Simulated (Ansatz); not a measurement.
H$_{7}$BSi$_{2}$ (SMILES [SiH3]B[SiH3]), singlet, geometry from GFN2-xTB; Ansatz (a program for electronic structure) with B3LYP/def2-TZVPPD.

Ansatz was given this input:
Ansatz 0.2 input:
```yaml
crystal:
  periodic: [false, false, false]
  atoms:
    - {symbol: B, position_ang: [-0.53881916, -0.42376243, -0.39922151]}
    - {symbol: H, position_ang: [-1.29915208, -1.06948163, -1.02229106]}
    - {symbol: Si, position_ang: [-0.50989329, 1.51893592, -0.68193225]}
    - {symbol: H, position_ang: [0.69813883, 1.93285631, -1.41822402]}
    - {symbol: H, position_ang: [-0.49957545, 2.29606250, 0.56892354]}
    - {symbol: H, position_ang: [-1.63120384, 2.07956562, -1.45491237]}
    - {symbol: Si, position_ang: [0.67340646, -1.38055700, 0.81395148]}
    - {symbol: H, position_ang: [1.37715852, -0.55187919, 1.80548217]}
    - {symbol: H, position_ang: [1.73826212, -2.06879737, 0.06145749]}
    - {symbol: H, position_ang: [0.02128332, -2.43681887, 1.60740271]}
basis:
  gaussian:
    orbitals: def2-TZVPPD.json
hamiltonian:
  xc: b3lyp
```
The basis file holds def2-TZVPPD in the JSON format of the Basis Set Exchange.

### Question
What does Ansatz print? Leave out banner, timings and long lists.

### Answer

```
Functional definition: B3LYP
1208 factors; their error is unknown
mean field evaluation 1: about -16544.6973 eV, gradient 2.1e1 eV
mean field evaluation 2: about -16545.5021 eV, gradient 1.4e1 eV
mean field evaluation 4: about -16546.2477 eV, gradient 6.4e-1 eV
mean field evaluation 8: about -16546.2619 eV, gradient 3.9e-1 eV
mean field -16546.26209520 eV, -608.0639165392 hartree, gradient 4.7e-5 eV, S^2 0.000000; 0 other end points of the search recorded, 0 dependent functions left out
reference -16546.26240018 eV, -608.0639277470 hartree; 20, 20 occupied and 232, 232 virtual orbitals, 1208 factors
Total energy: -16546.26240018 eV, -608.0639277470 hartree
```
